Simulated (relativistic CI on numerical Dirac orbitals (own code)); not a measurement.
Method of calculation: Dirac-Coulomb-Breit CI, orbitals from a KLI potential per configuration, model QED, unscaled Slater integrals (own radial code, finite nucleus).

The strongest absorption lines from the ground level of an ion, among the configurations computed and to levels below about 291 eV (vacuum wavelength in nm, gf): 9.3430 (0.0058), 10.364 (0.0021), 11.131 (0.29), 11.305 (0.39), 12.591 (0.14), 14.666 (0.034), 17.413 (0.098).

**Question.** Which ion is it?
A. Kr²²⁺
B. Kr²⁴⁺
C. Ge¹⁸⁺
D. Kr²⁰⁺

**Answer.** A. Kr²²⁺ has 14 electrons and the ground level 3s²3p² ³P0; the strongest line goes to 3s3p³ ¹P°1. The pattern of lines fixes the number of electrons, and along that sequence the line energies rise steadily with the charge (about as its square where n changes within one kind of shell, about linearly where n is kept but much faster in heavy ions where fine structure, which grows about as Z⁴, sets the gap, and irregularly where shells cross), which fixes Z. Configurations outside the model, such as inner-shell arrays, can give stronger lines. At this charge energies of transitions that change n are usually good to better than 1 %, and those within a shell (Δn = 0) to a few per cent.

LS names give the leading component of a level, which can be under half, so a name can repeat, a term be missing and a line seem to break the LS rules.
